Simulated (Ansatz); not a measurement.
```yaml
crystal:
  periodic: [false, false, false]
  atoms:
    - {symbol: Ga, position_ang: [0.684558, 2.475596, 0.102106]}
    - {symbol: Ga, position_ang: [-1.575125, -2.018693, 0.226901]}
    - {symbol: Sb, position_ang: [0.890567, -0.456904, -0.329008]}
basis:
  gaussian: {orbitals: def2-TZVP}
total_charge: 1
hamiltonian: {xc: {name: BLYP}}
scf: {omitted_lower_state_checks: [starts]}
```

```sh
$ ansatz run in.yaml --threads 4 --pin off --events-out ev --progress --plain --max-ram 3916MiB
```

Output, abridged:

```
Functional definition: BLYP
1119 factors; their error is unknown
mean field evaluation 1: about -111280.0593 eV, gradient 5.3e1 eV
mean field evaluation 2: about -111223.2464 eV, gradient 1.2e2 eV
mean field evaluation 4: about -111289.1786 eV, gradient 1.5e1 eV
mean field evaluation 8: about -111289.7123 eV, gradient 6.2e0 eV
mean field evaluation 16: about -111289.8062 eV, gradient 1.9e-5 eV
mean field -111289.80619798 eV, -4089.8249428356 hartree, gradient 3.3e-6 eV, S^2 0.000000; 0 other end points of the search recorded, 0 dependent functions left out
reference -111289.80650286 eV, -4089.8249540399 hartree; 42, 42 occupied and 104, 104 virtual orbitals, 1119 factors
Total energy: -111289.80650286 eV, -4089.8249540399 hartree
Checks for a lower state left out: starts
```

It took 2.4 s on 4 threads of Arm Neoverse V2 on a shared host.

In the def2 sets Sb takes a core potential; there is no spin–orbit coupling. The restricted singlet is unstable towards broken spin symmetry at other levels; at RKS BLYP/def2-TZVP this wasn't settled.
